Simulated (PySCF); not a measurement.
Gas-phase reaction: 5 CH2CF2 → 2 C2HF5 + 2 C3H4 (propyne)

Energies from PySCF (xtb for GFN2), thermal terms from the rigid-rotor harmonic-oscillator model, ideal gas at 1 bar. † marks an energy on the PBE0/def2-TZVP geometry and frequencies; other levels use their own. CCSD(T) freezes the core. 6-31G* has spherical d functions here. All species are closed-shell singlets. B3LYP is the form with VWN-RPA correlation. CCSD(T) isn't extrapolated to the basis-set limit. The harmonic model lacks anharmonicity and excited electronic states, which grow with temperature; levels with a mode under 35 cm⁻¹ are left out. Internal rotation in C2HF5 is treated as a harmonic vibration of one conformer, which makes the entropy rough.

| level | ΔE electronic, kJ | ΔH°(298 K), kJ | ΔS°(298 K), J/K | ΔG°(1800 K), kJ |
|---|---|---|---|---|
| B3LYP/6-31G* | -75 | -66 | -159 | 199 |
| B3LYP/def2-TZVP† | -50 | -41 | -164 | 233 |
| CCSD(T)/def2-SVP† | -130 | -121 | -164 | 153 |
| GFN2-xTB | 20 | 27 | -150 | 273 |
| HF/6-31G* | -161 | -149 | -168 | 134 |
| M06-2X/def2-TZVP† | -106 | -97 | -164 | 177 |
| PBE/def2-TZVP† | -36 | -27 | -164 | 247 |
| ωB97M-V/def2-TZVP† | -94 | -85 | -164 | 188 |
| ωB97X-V/def2-TZVP† | -104 | -95 | -164 | 178 |
ΔH° is lowest at HF/6-31G* and highest at GFN2-xTB. No reference value is set beside these.
